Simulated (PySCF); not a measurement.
MoO₂F₂, SMILES [O]=[Mo]([F])([F])=[O], multiplicity 1.

Geometry: B3LYP-D3(BJ)/def2-SVP. The multiplicity is an assumed one; other spin states were not compared. The def2 effective core potentials stand for the cores of Mo; spin–orbit coupling is left out.

Two levels are set side by side: TDDFT-PBE/def2-SVPD (PySCF) and TDDFT-CAM-B3LYP/def2-SVPD (PySCF). Vertical, same geometry. The lowest singlet is HOMO→LUMO 95 % with PBE and HOMO→LUMO+1 97 % with the other functional; states are paired by order. Differences are taken from unrounded values.

```
quantity                              TDDFT-CAM-B3LYP
------------------------------------  ---------------
lowest singlet excitation (eV)                   4.82
lowest triplet excitation (TDA) (eV)             4.25
```

Task: What does TDDFT-PBE give, and how far is it from TDDFT-CAM-B3LYP? (Estimate from the structure and the level; the computed values follow.)

Result: 
| quantity | TDDFT-PBE | TDDFT-PBE minus TDDFT-CAM-B3LYP |
|---|---|---|
| lowest singlet excitation (eV) | 4.54 | -0.28 |
| lowest triplet excitation (TDA) (eV) | 4.01 | -0.24 |

A lower first singlet is the usual sign of a functional without exact exchange. Differences between two approximate levels are no errors against the true value.

Rough cost on one machine, each run with all the roots and properties that it gave: TDDFT-CAM-B3LYP against TDDFT-PBE about 6 times.
